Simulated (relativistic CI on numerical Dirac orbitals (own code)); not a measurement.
Calculated at this level of theory: Dirac-Coulomb-Breit CI, orbitals from a KLI potential per configuration, model QED (radiative potential, 1s self-energy scaled to tabulated hydrogen-like ionisation energies), unscaled Slater integrals (own radial code, finite nucleus).

The strongest absorption lines from the ground level of an ion, among the configurations computed and to levels below about 425 eV (vacuum wavelength in Å, gf): 35.748 (0.4), 63.424 (5.9), 65.881 (1.8), 68.147 (6.7), 77.988 (0.33), 80.471 (0.7), 84.935 (0.82), 86.862 (0.64).

(1) Which ion is it?
A. Ho30+
B. Tb28+
C. Tb30+
D. Tm32+

Answers

(1) B. Tb28+ has 37 electrons and the ground level 4s2 4p6 4d 2D_3/2; the strongest line goes to 4s2 4p5 4d2 2F°_5/2. The pattern of lines fixes the number of electrons, and along that sequence the line energies rise steadily with the charge (about as its square where n changes within one kind of shell, about linearly where n is kept but much faster in heavy ions where fine structure, which grows about as Z⁴, sets the gap, and irregularly where shells cross), which fixes Z. Configurations outside the model, such as inner-shell arrays, can give stronger lines. At this charge energies of transitions that change n are usually good to better than 1 %, and those within a shell (Δn = 0) to a few per cent.

LS names give the leading component of a level, which can be under half, so a name can repeat, a term be missing and a line seem to break the LS rules.
